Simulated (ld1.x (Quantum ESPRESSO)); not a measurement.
# Before and after: TM potential for silver (Ag)

- Element: silver (Ag)
- Generator: ld1.x (Quantum ESPRESSO) 7.5
- Type: norm-conserving Troullier–Martins (Kleinman–Bylander form)
- Functional: PBEsol
- Relativity: scalar-relativistic
- Frozen core: [Kr]
- Valence charge: 11
- Reference configuration: 4d10 5s1 5p0
- Partial waves: 5p (bound, empty): rc 2.40 bohr; 4d (bound): rc 1.65 bohr; 5s (bound): rc 2.15 bohr
- Local potential: the s channel
- Core correction: none

All-electron outer shells of the reference configuration (PBEsol, scalar-relativistic, ld1.x):

```json
{"shell": "4s", "level (eV)": "-94.97", "outermost node (bohr)": "0.44", "outermost maximum (bohr)": "0.82"}
{"shell": "4p", "level (eV)": "-58.51", "outermost node (bohr)": "0.44", "outermost maximum (bohr)": "0.87"}
{"shell": "4d", "level (eV)": "-7.45", "outermost node (bohr)": "0.43", "outermost maximum (bohr)": "1.04"}
{"shell": "5s", "level (eV)": "-4.42", "outermost node (bohr)": "1.11", "outermost maximum (bohr)": "2.49"}
{"shell": "5p", "level (eV)": "-0.67", "outermost node (bohr)": "1.25", "outermost maximum (bohr)": "3.76"}
```

Change: local potential the d channel.

Cutoffs: the cutoffs (Ry, on a coarse ladder) from which the occupation-weighted sum of valence levels, in a spherical-Bessel basis at the reference potential, stays within 10 and 1 mRy of its value at 400 Ry; they do not see the model core or the augmentation charge, which bear on the density cutoff. Errors are all-electron minus pseudo energies relative to the spin-unpolarised reference configuration.

What does the change do?

The potential gets neither clearly harder nor softer (70 Ry and 100 Ry → 70 Ry and 100 Ry); a bound ghost appears in p, s, which as a rule spoils a file; of the 7 tests that both files solve, the error grows in 0 and shrinks in 4 by more than 15 % and 0.3 meV (median size 86.2 → 9.5 meV); the range in which the d phases agree widens (upper end 1.0 → at the end of the scan). In the separable form a ghost depends on how the local part lies against the semilocal potential of the channel, so the choice of the local part can create or remove one.

```csv
quantity,base,changed
"cutoff, loose",70 Ry,70 Ry
"cutoff, tight",100 Ry,100 Ry
loose cutoff by channel (10 mRy a level),"d 55 Ry, s 6 Ry","s 8 Ry, d 50 Ry"
bound ghosts,none,"s, p"
"error for 4d10 5s0 5p0, meV [ΔE 7.75 eV]",-4.1,-3.6
"error for 4d9 5s0 5p0, meV [ΔE 29.86 eV]",-86,+9.5
"error for 4d8 5s0 5p0, meV [ΔE 66.04 eV]",-533,-90
"error for 4d9 5s1 5p0, meV [ΔE 13.16 eV]",-105,-28
"error for 4d10 5s0.5 5p0, meV [ΔE 3.02 eV]",-1.5,-1.4
"error for 4d10 5s0 5p1, meV [ΔE 3.93 eV]",-1.2,-1.2
"error for 4d7 5s0 5p0, meV [ΔE 117.73 eV]",-1458,-400
s: phases at 2.60 bohr within 0.05 rad from the reference energy up to (Ry; the scan ends near 5),3.0,2.5
p: phases at 2.60 bohr within 0.05 rad from the reference energy up to (Ry; the scan ends near 5),4.0,4.0
d: phases at 2.60 bohr within 0.05 rad from the reference energy up to (Ry; the scan ends near 5),1.0,to the end of the scan
```

Changed file: These tests converged, but a pseudo level misses the all-electron one widely, so the file describes the atom poorly there or has found another state: 4d7 5s0 5p0: empty 5s by 8.7 eV. A true bound ghost makes a file unfit for plane-wave use even where its test errors are small: the radial tests pick states by their node count and pass the ghost by.
